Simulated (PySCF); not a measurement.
Ga(F)(Cl)(vinyl) (C2H3ClFGa), SMILES C=[CH][Ga]([F])[Cl].

Geometry optimised at ωB97X-D3(BJ)/def2-SVP. The structure was generated by enumeration; whether it is a known compound was not checked. The values are those of a single conformer.

Two levels are set side by side: PBE/def2-TZVP (PySCF) and CAM-B3LYP/def2-TZVP (PySCF). Same geometry, gas phase. Differences are taken from unrounded values.

```csv
quantity,CAM-B3LYP
orbital gap (eV),9.34
highest occupied level (eV),-10.12
lowest empty level (eV),-0.78
dipole moment (D),3.35
mean polarisability (bohr³),58.4
```

Question: What does PBE give, and how far is it from CAM-B3LYP? (An estimate is asked for; the answer gives what the named calculation found.)

Answer: 
```
quantity                       PBE  PBE minus CAM-B3LYP
---------------------------  -----  -------------------
orbital gap (eV)              4.95                -4.39
highest occupied level (eV)  -7.63                 2.49
lowest empty level (eV)      -2.68                -1.90
dipole moment (D)             3.23                -0.12
mean polarisability (bohr³)   61.5                  3.0
```

PBE's occupied levels lie high since its potential decays too fast outside the molecule; exact exchange lowers them and widens the gap. Loosely held outer electrons make PBE densities more polarisable. Differences between two approximate levels are no errors against the true value.

Rough cost on one machine, each run with all the roots and properties that it gave: CAM-B3LYP against PBE within a factor of 2.
